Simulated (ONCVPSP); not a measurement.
## Before and after: ONCV potential for Al

ONCVPSP 4.0.1 input, shortened (lines: element, Z, core and valence counts, functional; n l f; lmax; l rc ep ncon nbas qcut; lloc lpopt rc5 dvloc0; l nproj debl; icmod fcfact rcfact), LDA (Perdew-Wang 92), scalar-relativistic:

```
  Al 13.00    3    2  -001012      upf
    1    0    2.00
    2    0    2.00
    2    1    6.00
    3    0    2.00
    3    1    1.00
    2
    0    2.30    0.00    4    8    2.70
    1    2.15    0.00    4    8    4.30
    2    2.30    0.02    4    8    3.50
    4    3    2.05    0.00
    0    2    1.00
    1    1    3.50
    2    2    2.00
    1    0.30    0.00
```

All-electron outer shells of the reference configuration (LDA (PZ), scalar-relativistic, ld1.x):

```csv
shell,level (eV),outermost node (bohr),outermost maximum (bohr)
2s,-107.50,0.17,0.50
2p,-69.71,–,0.43
3s,-7.84,0.80,2.06
3p,-2.79,0.82,2.64
```

Change: local potential polynomial inside 2.05 bohr (lpopt 3, dvloc0 7.5 Ha).

Cutoffs: the cutoffs (Ha) at which the residual kinetic energy of the hardest occupied pseudo-wave falls to 1 and 0.1 mHa per electron; they do not see the model core or the augmentation charge, which bear on the density cutoff. Errors are all-electron minus pseudo energies relative to the spin-unpolarised reference configuration.

Predict the effect on cutoff, ghosts and configuration errors.

The potential gets neither clearly harder nor softer (6.9 Ha and 29 Ha → 6.9 Ha and 29 Ha); of the 4 tests that both files solve, the error grows in 1 and shrinks in 0 by more than 15 % and 0.3 meV (median size 3.3 → 3.3 meV); the range in which the s phases agree widens (upper end 2.1 → at the end of the scan); neither file shows a bound ghost.

```csv
quantity,base,changed
"cutoff, loose",6.9 Ha,6.9 Ha
"cutoff, tight",29 Ha,29 Ha
bound ghosts,none,none
GHOST(+) flags under 300 eV,none,none
"error for 3s2 3p0, meV [ΔE 5.84 eV]",+2.2,+2.2
"error for 3s1 3p0, meV [ΔE 25.21 eV]",-4.3,-4.4
"error for 3s2 3p0.5, meV [ΔE 2.12 eV]",+0.3,+0.2
"error for 3s1 3p1, meV [ΔE 11.66 eV]",-9.3,-12
s: phases at 2.33 bohr within 0.05 rad from the reference energy up to (Ha; the scan ends near 5),2.1,to the end of the scan
p: phases at 2.18 bohr within 0.05 rad from the reference energy up to (Ha; the scan ends near 5),1.6,2.4
d: phases at 2.33 bohr within 0.05 rad from the reference energy up to (Ha; the scan ends near 5),to the end of the scan,to the end of the scan
"rms error of d²Exc/dni dnj with the model core, mHa",0.24,0.24
```

Base: The cutoffs count occupied waves only; projector 2 of the d channel, the hardest unoccupied one, needs 30 Ha at the loose tolerance. Changed file: The cutoffs count occupied waves only; projector 2 of the d channel, the hardest unoccupied one, needs 30 Ha at the loose tolerance.
